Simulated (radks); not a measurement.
Results of a calculation; reference values are marked as such.
Task: Coulomb parameter of the 4d shell of the cadmium ion Cd2+ in the model configuration [Kr] 4d9 5s1, as a second difference U = [E(n + 1) + E(n - 1) - 2 E(n)] / (1)^2 with all orbitals relaxed. "Bare": the charge of the atom changes with n. "Screened": the 5s shell takes up the change at fixed total charge, which measures U(4d,4d) + U(5s,5s) - 2 U(4d,5s). Level of theory: Dirac Kohn-Sham, LDA (Slater exchange, Perdew-Wang correlation), spin-unpolarised, spherical densities, point nucleus; open shells are shared between the two j in proportion to 2j + 1 (a radial shooting solver on a logarithmic mesh with Libxc functionals). Estimate both.

Result: U(bare) = 15.005 eV, U(screened by 5s) = 2.536 eV.
